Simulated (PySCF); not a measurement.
silole (C₄H₆Si), SMILES C1=C[SiH2]C=C1. Atoms are numbered in the order given.

```xyz
11

C      0.0000     0.7425    -1.2958
C      0.0000     1.3580    -0.0885
Si     0.0000     0.0000     1.2083
C      0.0000    -1.3580    -0.0885
C      0.0000    -0.7425    -1.2958
H      0.0000     1.2814    -2.2501
H      0.0000     2.4452     0.0137
H     -1.2061     0.0000     2.0839
H      1.2061     0.0000     2.0839
H      0.0000    -2.4452     0.0137
H      0.0000    -1.2814    -2.2501
```

Geometry: TPSSh-D3(BJ)/def2-SVP.

Method: PBE/def2-TZVP in PySCF.

ESP charges are fitted to the potential on shells at 1.4 to 2.0 van der Waals radii. Atomic charges (e):

```tsv
atom	meta-Löwdin	Löwdin	ESP fit
C1	-0.10	-0.16	-0.06
C2	-0.36	-0.25	-0.34
Si3	0.56	0.31	0.36
C4	-0.36	-0.25	-0.34
C5	-0.10	-0.16	-0.06
H6	0.12	0.14	0.12
H7	0.13	0.13	0.16
H8	-0.07	-0.02	-0.06
H9	-0.07	-0.02	-0.06
H10	0.13	0.13	0.16
H11	0.12	0.14	0.12
```

Computed Mayer and Wiberg (Löwdin basis) orders of the bonds:
| bond | Mayer | Wiberg |
|---|---|---|
| C1–C2 | 1.86 | 1.98 |
| C2–Si3 | 1.00 | 1.10 |
| Si3–C4 | 1.00 | 1.10 |
| C1–C5 | 1.06 | 1.25 |
| C4–C5 | 1.86 | 1.98 |
| C1–H6 | 0.94 | 0.84 |
| C2–H7 | 0.93 | 0.86 |
| Si3–H8 | 0.92 | 0.91 |
| Si3–H9 | 0.92 | 0.91 |
| C4–H10 | 0.93 | 0.86 |
| C5–H11 | 0.94 | 0.84 |
